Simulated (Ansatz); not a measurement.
```xyz
8

O     0.880   -1.712   -1.942
C     0.523   -1.312   -0.919
C     0.116   -0.822    0.223
Si   -0.305    0.971    0.369
H     0.042   -1.508    1.058
H    -1.722    1.146    0.782
H     0.555    1.633    1.384
H    -0.090    1.604   -0.956
```

The species carries charge 0 and has multiplicity 1.

List the r2SCAN/def2-TZVPP orbital energies in eV (Ansatz 0.2.0). (Estimate.)

Computed: Occupied: -1791.30, -517.60, -276.48, -273.32, -141.74, -96.61, -96.59, -96.58, -29.69, -20.48, -14.45, -13.54, -12.70, -11.67, -11.46, -9.31, -9.03, -8.89, -6.30. Lowest empty: -1.75, 0.21, 0.24, 0.79, 1.34, 1.83, 2.37, 3.11.
